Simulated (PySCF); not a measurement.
## Worked example: oscillator strength and radiative lifetime

Al(Me)(PH2)2 (CH7AlP2), SMILES [CH3][Al]([PH2])[PH2].

Geometry optimised at ωB97X-D3(BJ)/def2-SVP. One conformer was computed; it need not be the lowest.

TDA-PBE/def2-SVPD in PySCF puts the first singlet state with f over 0.02 at 4.24 eV (vertical), with the transition dipole (0.000, 0.000, -0.629) in atomic units.

**Question.** Find the oscillator strength, the wavelength and the radiative lifetime that this transition would have in vacuum if emission retraced absorption.

**Answer.** 
|μ|² = 0.3956 au, so |μ| = 1.60 D. ΔE = 4.24/27.211 = 0.1558 hartree. f = (2/3) ΔE |μ|² = 0.041 (the program prints 0.041).
λ = 1239.84/4.24 = 292 nm; ν = 34198 cm⁻¹.
Einstein's coefficient A = 0.6670 ν² f s⁻¹ (ν in cm⁻¹) = 3.2e7 s⁻¹, so τ = 1/A = 31 ns. This state is S1. The figure is the radiative limit of this one transition; relaxation, internal conversion, crossing to triplets and a medium change what is measured.
